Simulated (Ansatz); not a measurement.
LaB₆⁺, relaxed as a singlet with RKS B3LYP-D4/def2-SVP in Ansatz, starting from the GFN1-xTB geometry. Force threshold 0.02 eV/Å.

In the def2 sets La takes a core potential; there is no spin–orbit coupling. The structure comes from a short search, and lower isomers may exist.

Start:

```tsv
atom	x (Å)	y (Å)	z (Å)
La1	0.0164	1.3408	-1.5527
B2	0.9153	1.1818	0.5475
B3	0.3038	-1.3456	-0.2297
B4	-1.2150	-0.4945	0.4749
B5	-0.9049	-0.7070	-1.1034
B6	-0.3208	0.4380	1.2878
B7	1.2052	-0.4135	0.5755
```

Q: Estimate the energy that the relaxation releases and the steps that it takes.

A: 0.97 eV, in 19 steps; 78 s on 4 threads of Intel Xeon on a shared host. The force fell under the threshold at step 18, but the optimiser went on. No frequencies were taken in this run, so the end may be a saddle point.

Q: Does the start keep its bonding?

A: Bonds formed: B4–B7 (atoms count from 1). The end is the same structure that another start reached.

Q: Predict the relaxed structure.

A: 
| atom | x (Å) | y (Å) | z (Å) |
| --- | --- | --- | --- |
| La1 | -0.110 | 1.440 | -1.508 |
| B2 | 1.091 | 1.248 | 0.683 |
| B3 | 0.273 | -1.543 | -0.336 |
| B4 | -0.900 | -0.457 | 0.412 |
| B5 | -0.938 | -0.962 | -1.172 |
| B6 | -0.272 | 0.692 | 1.295 |
| B7 | 0.856 | -0.418 | 0.627 |
Bond lengths: 9 × B–B 1.58 to 1.77 Å; 6 × B–La 2.51 to 3.23 Å.
